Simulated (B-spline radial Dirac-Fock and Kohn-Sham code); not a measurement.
**Relativistic shifts of the levels of Ge⁵⁺**

System: Ge⁵⁺ in the configuration [Ar] 3d9.

Both columns are ΔSCF binding energies of the configuration average from a radial B-spline solver: non-relativistic Hartree-Fock with a point nucleus, and Dirac-Fock with a finite nucleus and the Coulomb interaction alone, averaged over the two j levels with weights 2j+1.

```tsv
shell	Hartree-Fock (eV)	Dirac-Fock (eV)	shift (eV)	shift (%)
1s	11062.4	11219.9	+157.52	+1.42
2s	1478.1	1513.3	+35.26	+2.39
2p	1315.3	1323.5	+8.19	+0.62
3s	267.4	273.5	+6.10	+2.28
3p	212.0	213.6	+1.58	+0.74
3d	116.9	116.1	-0.72	-0.62
```

Relativity binds 1s, 2s, 2p, 3s, 3p more strongly, among those listed most of all 2s in relative terms, and 3d more weakly, because the contracted s and p shells screen the nucleus better.

Values without a named source are computed, but for edge energies of neutral atoms, which are taken from tables.
